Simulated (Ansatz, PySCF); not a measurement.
Gas-phase reaction in SMILES: C[NH] → [CH2]N
Geometries: B3LYP-D3(BJ)/def2-TZVP minima from Ansatz (a quantum-chemistry and plane-wave program), one conformer each, not searched for the lowest.

Quantity: isomerisation energy (0 K, with B3LYP-D3(BJ) harmonic zero-point energies from PySCF), in kcal/mol. Valence correlation only, unless marked. Open shells are spin-unrestricted. Spin-orbit coupling is left out. Non-relativistic unless marked X2C. CBS marks a two-point X^-3 extrapolation of the correlation energy; Hartree-Fock from the larger set. The bracket is a focal-point correction in the basis named.

```csv
level,program,isomerisation energy (kcal/mol),minus last row
HF/def2-SVP,Ansatz,0.4,7.1
r2SCAN-D3(BJ)/def2-TZVPD,Ansatz + dftd3,-6.0,0.7
B3LYP-D4/def2-TZVPD,Ansatz + dftd4,-6.4,0.3
PBE0/STO-3G,Ansatz,10.2,16.9
PBE0/def2-SVP,Ansatz,-7.0,-0.3
RI-MP2/def2-TZVPP,Ansatz,-8.7,-2.0
SCS-MP2/6-31G,Ansatz,-6.0,0.7
SCS-MP2/aug-cc-pVTZ,Ansatz,-6.8,-0.1
CCSD/6-31G*,Ansatz,-0.6,6.1
CCSD/cc-pVDZ,Ansatz,-2.5,4.2
CCSD/def2-SVPD,Ansatz,-5.7,1.0
CCSD/def2-TZVPP,Ansatz,-5.0,1.7
CCSD(T)/def2-TZVPP,Ansatz,-5.7,1.0
X2C-CCSD(T)/cc-pVTZ-DK,Ansatz,-5.2,1.5
"RI-MP2/CBS(aug-cc-pVTZ,aug-cc-pVQZ)+[CCSD(T)-MP2]/aug-cc-pVTZ",Ansatz,-6.7,0.0
```
